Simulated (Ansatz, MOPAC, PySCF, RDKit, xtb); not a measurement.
Complex: NH3 (SMILES N) (first 4 atoms) with SiH4 (SMILES [SiH4]); geometry from B3LYP-D3(BJ)/def2-TZVP, rigid monomers moved along the line of their centres of mass till N1···Si5 is 4.19 Å.
(charge 0, multiplicity 1):
```xyz
9

N      0.070     0.164    -0.007
H     -0.744     0.643     0.360
H      0.038    -0.793     0.325
H      0.890     0.601     0.394
Si    -0.024     0.011     4.183
H      1.211     0.699     3.746
H     -0.058    -0.043     5.663
H     -0.044    -1.366     3.642
H     -1.206     0.754     3.693
```

```tsv
level	interaction energy (kcal/mol)	minus CCSD(T)/CBS(aug-cc-pV(D+d)Z, aug-cc-pV(T+d)Z)	cost
UFF	-0.71	-0.05	-
PM3	-0.34	0.33	-
PM6	-0.27	0.40	-
PM7	-0.28	0.39	-
GFN2-xTB	-1.10	-0.43	-
HF/STO-3G (no counterpoise)	0.11	0.78	-
HF/6-31G*	0.11	0.77	-
PBE/def2-TZVPPD	-0.44	0.22	×1
BP86/6-31G* (no counterpoise)	-1.44	-0.78	-
r2SCAN/def2-TZVPPD	-0.58	0.09	×2
B3LYP/def2-TZVPPD	0.09	0.76	×1
B3LYP-D4/def2-TZVPPD	-0.57	0.10	×1
PBE0/def2-TZVPPD	-0.34	0.33	×1
PBE0-D4/def2-TZVPPD	-0.80	-0.13	×1
M06-2X/6-31G* (no counterpoise)	-1.83	-1.16	-
MP2/6-31G*	-0.09	0.58	-
SCS-MP2/aug-cc-pV(D+d)Z	-0.36	0.31	-
CCSD/aug-cc-pV(T+d)Z	-0.52	0.15	-
CCSD(T)/aug-cc-pV(T+d)Z	-0.64	0.03	×300*
CCSD(T)/CBS(aug-cc-pV(D+d)Z, aug-cc-pV(T+d)Z)	-0.67	0.00	×300*
```

 The comparison column counts from a level with limits of its own.

The rows run from -1.83 (M06-2X/6-31G* (no counterpoise)) to 0.11 kcal/mol (HF/STO-3G (no counterpoise)). The dispersion term adds -0.66 in B3LYP-D4, -0.46 in PBE0-D4. The 4 functionals in def2-TZVPPD without D3 or D4 span 0.67, from r2SCAN to B3LYP.

Interaction energies are E(AB) − E(A) − E(B) at the monomers' geometry in the complex; basis-set methods are counterpoise corrected. Rows marked so take none. RDKit's UFF carries no charges.

Cores are frozen in the correlated methods. CBS(a, b) extrapolates the correlation energy as X⁻³ and adds the Hartree–Fock energy of set b. Rows in 6-31G*, STO-3G carry no dispersion term and start afresh at each structure (6-31G* with six Cartesian d functions). MP2/6-31G* freezes PySCF's default core. The state that PM3, PM6, PM7 reach isn't checked; PM7 holds dispersion and hydrogen-bond terms.

The values were computed with Ansatz (Gaussian basis) for Hartree–Fock, density functionals and correlated methods; MOPAC for PM3, PM6, PM7 (differences of heats of formation); PySCF for 6-31G* rows, STO-3G rows, the dispersion terms; RDKit for the force fields; xtb for the GFN methods. 

Costs are rough ratios of core time to PBE/def2-TZVPPD (about 2.5 s over the structures, on one shared machine); a dash marks a level with no comparable run of its own. A star marks coupled-cluster runs past 200 virtual orbitals, where the program's memory plan changes under this machine's limit, so their costs aren't comparable with smaller runs.

Ansatz is an electronic-structure program.
